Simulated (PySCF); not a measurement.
# S(3+): ionisation energy

S(3+) [Ne] 3s2 3p1 [3p1/2^1, M_J = 1/2] → S(4+) [Ne] 3s2, as a difference of total energies. Computed with PySCF 2.14 in x2c-TZVPPall-2c (5s6p3d1f, 45 functions), with the two-component X2C-1e Hamiltonian. Correlated levels: [Ne] frozen. "Screened" scales the spin-orbit matrix elements by Boettger's factors to mimic the two-electron term; Breit and QED terms are absent.

```csv
method,ionisation energy (eV),difference from reference (eV)
GHF (spin-free),46.715,-0.507
GMP2 (spin-free),46.957,-0.265
GHF (screened spin-orbit),46.791,-0.431
GMP2 (screened spin-orbit),47.033,-0.189
```

Reference: 47.222 ± 0.012 eV (semi-empirical (NIST evaluation); NIST Atomic Spectra Database, ionization energies).

Errors of the correlated levels include the incompleteness of this basis and the frozen core.
